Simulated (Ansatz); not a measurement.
Abridged output of a molecular run in Ansatz:

```
Functional definition: HF
1042 factors; integrals over basis functions are off by at most 1.2e-3 eV
mean field evaluation 1: about -20034.0825 eV, gradient 5.8e1 eV
mean field evaluation 2: about -20034.1743 eV, gradient 5.8e1 eV
mean field evaluation 4: about -20040.5936 eV, gradient 2.9e0 eV
mean field evaluation 8: about -20040.6481 eV, gradient 3.1e-1 eV
mean field -20040.64836386 eV, -736.4802433324 hartree, gradient 1.8e-6 eV, S^2 0.000000; 0 other end points of the search recorded, 0 dependent functions left out
8 core orbitals not correlated: weight in the atoms' cores, before any rotation towards them, 1.000 or more for the frozen orbitals, at most 0.000 for the correlated occupied ones
reference -20040.64836386 eV, -736.4802433324 hartree; 20, 20 occupied and 78, 78 virtual orbitals, 1042 factors
second order -25.20520926 eV of doubles, -0.00000000 eV of singles
cycle   1  -24.97531516 eV  change    2.3e-1 eV  update   1.6e-1
cycle   2  -25.59101233 eV  change   -6.2e-1 eV  update   5.9e-2
cycle   3  -25.78038384 eV  change   -1.9e-1 eV  update   2.8e-2
cycle   4  -25.77867030 eV  change    1.7e-3 eV  update   7.4e-3
cycle   5  -25.76881024 eV  change    9.9e-3 eV  update   2.7e-3
cycle   6  -25.76858779 eV  change    2.2e-4 eV  update   1.1e-3
cycle   7  -25.76884334 eV  change   -2.6e-4 eV  update   3.7e-4
cycle   8  -25.76874762 eV  change    9.6e-5 eV  update   1.6e-4
cycle   9  -25.76880787 eV  change   -6.0e-5 eV  update   5.4e-5
cycle  10  -25.76884755 eV  change   -4.0e-5 eV  update   2.1e-5
perturbative correction -0.72502916 eV, -0.0266443302 hartree
Total energy: -20067.14224057 eV, -737.4538753434 hartree
```

Its atoms:

```xyz
8

N    -1.505   -0.122    0.093
Zr    0.423    0.218   -0.381
O     1.434   -0.186    1.180
F     0.587    2.027   -0.969
Cl    1.058   -1.180   -2.190
H    -1.833   -0.614    0.913
H    -2.302    0.172   -0.456
H     2.137   -0.317    1.810
```

**Question.** Which basis set was used?
A. def2-SVP
B. def2-QZVPP
C. cc-pV(Q+d)Z
D. cc-pV(T+d)Z

**Answer.** A. It gives 106 functions.

**Question.** Write the keys of the input that set method, charge and spin (a neutral closed shell needs none for the last two).

**Answer.** 
```yaml
correlation: {method: ccsd_t}
```
